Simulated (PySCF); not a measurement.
Worked example: oscillator strength and radiative lifetime

CH6AlOP, SMILES [PH2][Al]([OH])[CH3].

Geometry: r2SCAN-D4/def2-SVP. Other conformers were not sampled.

TDA-PBE/def2-SVPD (PySCF) puts the first singlet state with f over 0.02 at 4.96 eV (vertical), with the transition dipole (-0.274, 0.287, -0.092) in atomic units.

Q: Find the oscillator strength, the wavelength and the radiative lifetime that this transition would have in vacuum if emission retraced absorption.

A: 
|μ|² = 0.1659 au, so |μ| = 1.04 D. ΔE = 4.96/27.211 = 0.1823 hartree. f = (2/3) ΔE |μ|² = 0.020 (the program prints 0.020).
λ = 1239.84/4.96 = 250 nm; ν = 40005 cm⁻¹.
Einstein's coefficient A = 0.6670 ν² f s⁻¹ (ν in cm⁻¹) = 2.2e7 s⁻¹, so τ = 1/A = 46 ns. This state is S1. The figure is the radiative limit of this one transition; relaxation, internal conversion, crossing to triplets and a medium change what is measured.
